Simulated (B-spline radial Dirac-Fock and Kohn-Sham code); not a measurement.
## Elastic and transport cross sections of lutetium for positrons

The computed values come from a radial B-spline solver: relativistic (Dirac) partial waves in the static field of the Dirac-Fock atom, without polarisation or absorption potentials. Below a few hundred eV the neglected polarisation potential matters, most of all at small angles. σ_tr1 and σ_tr2 weight the cross section with 1 − P₁ and 1 − P₂ of cos θ; "backward" is the share scattered beyond 90°.

```
energy (eV)  σ (a₀²)  σ_tr1 (a₀²)  σ_tr2 (a₀²)  σ/σ_tr1  backward (%)
        160     22.1         3.35         5.85     6.61           4.2
        302     16.8         2.09         3.71     8.04           3.3
        688     11.5         1.09         1.99     10.6           2.4
        809     10.7        0.954         1.75     11.2           2.2
       1390        ?            ?            ?        ?             ?
       1780     7.24        0.482        0.912     15.0           1.6
       2840     5.68        0.309        0.604     18.4           1.2
       2850     5.67        0.308        0.602     18.4           1.2
       3420     5.15        0.256        0.508     20.1           1.0
       6970     3.50        0.117        0.246     29.9          0.58
      12800     2.47       0.0558        0.122     44.4          0.34
      12900     2.46       0.0552        0.121     44.6          0.34
      47600     1.11      0.00910       0.0218      122         0.086
      59300    0.969      0.00656       0.0159      148         0.067
      72100    0.858      0.00488       0.0120      176         0.052
     110000    0.665      0.00255      0.00643      261         0.030
```

Q: Fill in the row for 1.39 keV.

A: σ = 8.20 a₀², σ_tr1 = 0.601 a₀², σ_tr2 = 1.12 a₀², σ/σ_tr1 = 13.6, backward 1.8 %. The ratio σ/σ_tr1 is roughly the number of elastic collisions that randomise the direction.
